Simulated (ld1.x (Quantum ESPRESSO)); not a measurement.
# Which change was made? (In, TM)

indium, norm-conserving Troullier–Martins (Kleinman–Bylander form), made with ld1.x (Quantum ESPRESSO) 7.5 (revPBE, fully relativistic). Core [Kr] 4d10, reference 5s2 5p1. Waves: 5p (bound): rc 2.45 bohr; 5s (bound): rc 2.10 bohr. Local part: the s channel. Core correction: Bessel-smoothed model core inside 2.10 bohr.

Open shells are filled in proportion to 2j + 1 (rel_dist='average').

Cutoffs, loose and tight: the cutoffs (Ry, on a coarse ladder) from which the occupation-weighted sum of valence levels, in a spherical-Bessel basis at the reference potential, stays within 10 and 1 mRy of its value at 400 Ry. They do not see the model core or the augmentation charge, which bear on the density cutoff. Test errors are all-electron minus pseudo excitation energies from the reference, over the configurations 5s2 5p0; 5s1 5p0; 5s2 5p0.5; 5s1 5p1; 5s0 5p3; 5s1 5p2; 5s2 5p1.3; variants that change the core or the reference have their own tests.

The base gives: outcome: generated; cutoff, loose: 18 Ry; cutoff, tight: 30 Ry; bound ghosts: none; largest test error (meV): -216.

(1) After one change the result is: outcome: generated; cutoff, loose: 15 Ry; cutoff, tight: 25 Ry; bound ghosts: none; largest test error (meV): -216. Which change was it?
A. wave 5s (bound): rc 2.10 bohr becomes 5s (bound): rc 2.32 bohr
B. non-relativistic
C. local potential the p channel
D. all radii but the core radius scaled by about 1.19 (s 2.50, p 2.92 bohr)
E. type ultrasoft; waves now 5s (bound): rcut 1.85, rcutus 2.10 bohr; 5s channel at -0.05 Ry: rcut 1.85, rcutus 2.10 bohr; 5p (bound): rcut 2.15, rcutus 2.45 bohr; 5p channel at 1.45 Ry: rcut 2.15, rcutus 2.45 bohr; local potential all-electron potential smoothed inside 2.40 bohr (lloc = -1); augmentation built from norm-conserving waves at rcut, not smoothed further

Results:

(1) A. The others give: type ultrasoft; waves now 5s (bound): rcut 1.85, rcutus 2.10 bohr; 5s channel at -0.05 Ry: rcut 1.85, rcutus 2.10 bohr; 5p (bound): rcut 2.15, rcutus 2.45 bohr; 5p channel at 1.45 Ry: rcut 2.15, rcutus 2.45 bohr; local potential all-electron potential smoothed inside 2.40 bohr (lloc = -1); augmentation built from norm-conserving waves at rcut, not smoothed further → outcome: generated; cutoff, loose: 8 Ry; cutoff, tight: 10 Ry; bound ghosts: none; largest test error (meV): -224 | local potential the p channel → outcome: generated, misses its reference levels by 0.20 eV; cutoff, loose: 15 Ry; cutoff, tight: 30 Ry; bound ghosts: none; largest test error (meV): -200 | all radii but the core radius scaled by about 1.19 (s 2.50, p 2.92 bohr) → outcome: generated; cutoff, loose: 10 Ry; cutoff, tight: 25 Ry; bound ghosts: none; largest test error (meV): -220 | non-relativistic → outcome: generated; cutoff, loose: 15 Ry; cutoff, tight: 25 Ry; bound ghosts: none; largest test error (meV): -166.
